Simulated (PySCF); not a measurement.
CuI₂, SMILES [I][Cu-][I], charge -1, multiplicity 1.

Coordinates come from a PBE0-D3(BJ)/def2-SVPD optimisation. The spin state was assumed, not searched. The def2 effective core potentials stand for the cores of I; spin–orbit coupling is left out.

The numbers are results of PySCF with PBE0-D3(BJ)/def2-SVPD, not measurements.

Frequencies are harmonic and unscaled.

Modes within 1.5 cm⁻¹ of each other (mostly degenerate sets) share a row, with their intensities summed.

Q: Give all harmonic wavenumbers and intensities. (An estimate is asked for; the answer gives what the named calculation found.)

A: 
```csv
mode,ν (cm⁻¹),IR (km/mol),Raman (Å⁴/amu),depolarisation,moving atoms (share of kinetic energy)
1–2,58,2.8,0.0,–,"Cu 80 %, I 20 %"
3,130,0.0,3.3,0.09,I 100 %
4,271,23.4,0.0,–,"Cu 80 %, I 20 %"
```
